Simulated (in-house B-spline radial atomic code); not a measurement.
Ionising the silver ion Ag³⁺ with different functionals

Computed with a radial B-spline atomic code at the basis-set limit: four-component Dirac-Coulomb Hamiltonian, Fermi nucleus of rms radius 4.5454 fm, spin-restricted, spherical fractional occupations for the functionals, and exact exchange of hybrids averaged over the configuration. The ionisation energy is the difference of two self-consistent energies, [Kr] 4d8 → [Kr] 4d7, without Breit or QED terms; ε is the level of the shell that loses the electron (mean over j). The electron is taken from both j subshells in proportion to 2j + 1, so the result is a j average, not the step between ground levels.

| method | rung | ΔSCF (eV) | -ε(4d) (eV) |
| --- | --- | --- | --- |
| B97-1 | global hybrid | 51.53 | 45.55 |
| wB97X | range-separated hybrid | 51.40 | 48.43 |
| LC-wPBE | range-separated hybrid | ? | ? |
| CAM-B3LYP | range-separated hybrid | ? | ? |

Question: What does LC-wPBE give?

Answer: ΔSCF 51.59 eV, and -ε(4d) = 48.78 eV.

Question: What does CAM-B3LYP give?

Answer: ΔSCF 51.61 eV, and -ε(4d) = 47.51 eV.

Question: Among the functionals, which spreads more, the ΔSCF values or the orbital energies?

Answer: The orbital energies: ΔSCF values span about 0.21 eV and the orbital energies 3.24 eV; here energy differences depend much less on the functional than eigenvalues do.

Question: How do they compare with the NIST value?

Answer: NIST lists 49 eV ± 1.7 (tabulated theory, ground level to ground level). Errors run from +2.40 to +2.61 eV; all lie within about twice that uncertainty, so the table can't rank the methods.
